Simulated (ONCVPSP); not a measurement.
bismuth: excitation energies, all-electron against ONCV

```json
{
 "Element": "Bi (Z = 83)",
 "Generator": "ONCVPSP 4.0.1",
 "Type": "optimised norm-conserving Vanderbilt (ONCV)",
 "Functional": "PBE",
 "Relativity": "non-relativistic",
 "Frozen core": "[Kr] 4d10 4f14",
 "Valence charge": "23",
 "Reference configuration": "5s2 5p6 5d10 6s2 6p2 (charge +1)",
 "Partial waves": "5s+6s: rc 1.45 bohr, ncon 4, nbas 7, qcut 8.1 1/bohr, 2 projectors; 5p+6p: rc 1.30 bohr, ncon 4, nbas 8, qcut 13.3 1/bohr, 2 projectors; 5d: rc 1.35 bohr, ncon 5, nbas 8, qcut 6.1 1/bohr, 2 projectors, debl 1.9 Ha",
 "Local potential": "polynomial inside 0.95 bohr (lpopt 2, dvloc0 0 Ha)",
 "Core correction": "Teter function, fcfact 5.5, rcfact 1.05"
}
```

Energies are relative to the spin-unpolarised reference configuration 5s2 5p6 5d10 6s2 6p2; without spin polarisation the order of configurations can differ from experiment.

```json
{"valence configuration": "5s2 5p6 5d10 6s2 6p1", "charge": "+2", "ΔE all-electron (eV)": "15.189", "error AE − PS (meV)": "+0.1"}
{"valence configuration": "5s2 5p6 5d10 6s2 6p0", "charge": "+3", "ΔE all-electron (eV)": "38.228", "error AE − PS (meV)": "+0.3"}
{"valence configuration": "5s2 5p6 5d10 6s1 6p4", "charge": "0", "ΔE all-electron (eV)": "-1.337", "error AE − PS (meV)": "-0.7"}
```

What are ΔE and the potential's error for 5s2 5p6 5d10 6s2 6p3?

ΔE = -8.029 eV all-electron; the error (AE − PS) is 0.0 meV.
